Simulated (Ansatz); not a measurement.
# Molecular dynamics of O

The input (input.yaml):

```yaml
crystal:
  lattice:
    - [8.025957, 0.0, 0.0]
    - [0.0, 8.025957, 0.0]
    - [0.0, 0.0, 8.025957]
  atoms:
    - { symbol: O, position: [0.55601153, 0.69170333, 0.80632696], spin: 1.0 }
    - { symbol: O, position: [0.5975681, 0.7686906, 0.68531713], spin: 1.0 }
    - { symbol: O, position: [0.97268952, 0.25867456, 0.51363659], spin: 1.0 }
    - { symbol: O, position: [0.85211411, 0.35326969, 0.52999758], spin: 1.0 }
    - { symbol: O, position: [0.00699744, 0.64460782, 0.74637029], spin: 1.0 }
    - { symbol: O, position: [0.1366564, 0.71250091, 0.79185753], spin: 1.0 }
    - { symbol: O, position: [0.60793298, 0.34176739, -0.05857016], spin: 1.0 }
    - { symbol: O, position: [0.58331624, 0.37925155, 0.08584865], spin: 1.0 }
    - { symbol: O, position: [0.32345334, 0.54086445, 0.2338192], spin: 1.0 }
    - { symbol: O, position: [0.3140861, 0.52384008, 0.38526729], spin: 1.0 }
    - { symbol: O, position: [0.02795151, 0.16967137, 1.07096303], spin: 1.0 }
    - { symbol: O, position: [0.04500923, 0.238546, 0.92934181], spin: 1.0 }
    - { symbol: O, position: [0.40535601, 0.03990906, 1.01006592], spin: 1.0 }
    - { symbol: O, position: [0.38269517, 0.05778322, 0.86321474], spin: 1.0 }
    - { symbol: O, position: [0.95820537, 0.67618788, 0.27293605], spin: 1.0 }
    - { symbol: O, position: [0.91102322, 0.58293563, 0.16717743], spin: 1.0 }
    - { symbol: O, position: [0.62246547, 0.97872635, 0.38177668], spin: 1.0 }
    - { symbol: O, position: [0.69450772, 1.03438781, 0.26320713], spin: 1.0 }
    - { symbol: O, position: [0.20748351, 0.94011637, 0.44996927], spin: 1.0 }
    - { symbol: O, position: [0.27326757, 1.0738612, 0.46207181], spin: 1.0 }
magnetization:
  spin_polarized: true
basis:
  ecutwfc: 420.0
kpoints:
  mp_grid: { grid: [1, 1, 1] }
hamiltonian:
  xc: pbe
  dispersion: d3bj
scf:
  occupations: { method: fermi_dirac, width: 0.02 }
  lower_state_search: "off"
md:
  timestep: 1
  n_steps: 230
  ensemble: nve
  temperature: 250.0
  initial_velocities: maxwell_boltzmann
  seed: 553276
```

Run as:

```bash
$ ansatz run input.yaml --threads 1 --pin off --max-ram 3072MiB --backend cpu --events-out ev --progress --plain --runs-dir out
```

It goes on from the last frame of an earlier run, with new velocities.

Output, in part (step lines):

```
md step     0: t =     0.00 fs  T =   250.0 K  F+E_penalty+E_count = -11299.78048101 eV  E_kin = 0.613985 eV  conserved = -11299.16649601 eV  (12 SCF iters)
md step     1: t =     1.00 fs  T =   247.7 K  F+E_penalty+E_count = -11299.77465553 eV  E_kin = 0.608289 eV  conserved = -11299.16636665 eV  (8 SCF iters)
md step     2: t =     2.00 fs  T =   255.1 K  F+E_penalty+E_count = -11299.79325082 eV  E_kin = 0.626538 eV  conserved = -11299.16671284 eV  (8 SCF iters)
md step     3: t =     3.00 fs  T =   270.1 K  F+E_penalty+E_count = -11299.83080180 eV  E_kin = 0.663370 eV  conserved = -11299.16743164 eV  (8 SCF iters)
md step     4: t =     4.00 fs  T =   288.1 K  F+E_penalty+E_count = -11299.87599350 eV  E_kin = 0.707679 eV  conserved = -11299.16831467 eV  (9 SCF iters)
md step     5: t =     5.00 fs  T =   303.7 K  F+E_penalty+E_count = -11299.91498682 eV  E_kin = 0.745878 eV  conserved = -11299.16910875 eV  (9 SCF iters)
md step     6: t =     6.00 fs  T =   311.8 K  F+E_penalty+E_count = -11299.93545561 eV  E_kin = 0.765880 eV  conserved = -11299.16957536 eV  (8 SCF iters)
md step     7: t =     7.00 fs  T =   309.8 K  F+E_penalty+E_count = -11299.93033821 eV  E_kin = 0.760791 eV  conserved = -11299.16954725 eV  (8 SCF iters)
[... lines left out ...]
md step   230: t =   230.00 fs  T =   233.6 K  F+E_penalty+E_count = -11299.73963936 eV  E_kin = 0.573637 eV  conserved = -11299.16600280 eV  (8 SCF iters)
```

The steps, from the saved trajectory:

```csv
time (fs),T (K),potential energy less start (eV),conserved less start (meV/atom)
0.0,250,0.000,0.00
7.0,310,-0.150,-0.15
14.0,276,-0.064,-0.07
21.0,257,-0.017,-0.02
28.0,308,-0.147,-0.15
35.0,255,-0.012,-0.02
42.0,259,-0.022,-0.04
49.0,294,-0.111,-0.14
56.0,233,0.042,0.01
63.0,263,-0.032,-0.07
70.0,279,-0.073,-0.12
77.0,224,0.064,0.02
84.0,275,-0.064,-0.11
91.0,268,-0.047,-0.09
98.0,228,0.056,0.02
105.0,286,-0.091,-0.13
112.0,252,-0.006,-0.05
119.0,229,0.051,0.00
126.0,282,-0.082,-0.15
133.0,227,0.056,-0.02
140.0,229,0.052,-0.04
147.0,271,-0.054,-0.15
154.0,208,0.104,0.00
161.0,238,0.027,-0.07
168.0,266,-0.042,-0.14
175.0,208,0.104,0.02
182.0,262,-0.033,-0.11
189.0,269,-0.048,-0.11
196.0,221,0.073,0.03
203.0,285,-0.088,-0.13
210.0,264,-0.037,-0.07
217.0,232,0.044,0.02
224.0,292,-0.107,-0.13
```

All steps were run. The conserved energy stayed within 0.15 meV per atom of its start (net change 0.025 meV per atom), so the integration is sound. A run of 0.23 ps of so small a system gives no equilibrium averages. Limits of this set-up: coarse k mesh.

Mean squared displacements from the first frame to the last, about the centre of mass: O 1.26 Å².

Last frame:

```xyz
20
Lattice="8.0260 0.0000 0.0000 0.0000 8.0260 0.0000 0.0000 0.0000 8.0260" Properties=species:S:1:pos:R:3
O 5.276 6.407 6.342
O 5.953 5.445 5.968
O 6.873 1.999 4.459
O 6.068 2.562 3.782
O 1.259 5.226 5.750
O 0.696 5.052 6.810
O 5.361 3.296 -0.325
O 5.669 3.743 0.778
O 2.142 3.495 1.693
O 3.072 3.958 2.318
O 0.265 1.859 8.140
O -0.522 1.101 7.710
O 2.037 -0.481 8.158
O 2.829 0.029 7.362
O 8.097 6.317 2.429
O 7.496 6.399 1.347
O 4.491 7.035 1.572
O 4.742 8.018 2.275
O 1.654 8.062 4.305
O 2.620 8.822 4.126
```

Run time: 22 min on 1 thread of Arm Neoverse V2, on a shared host, peak memory 0.58 GiB.
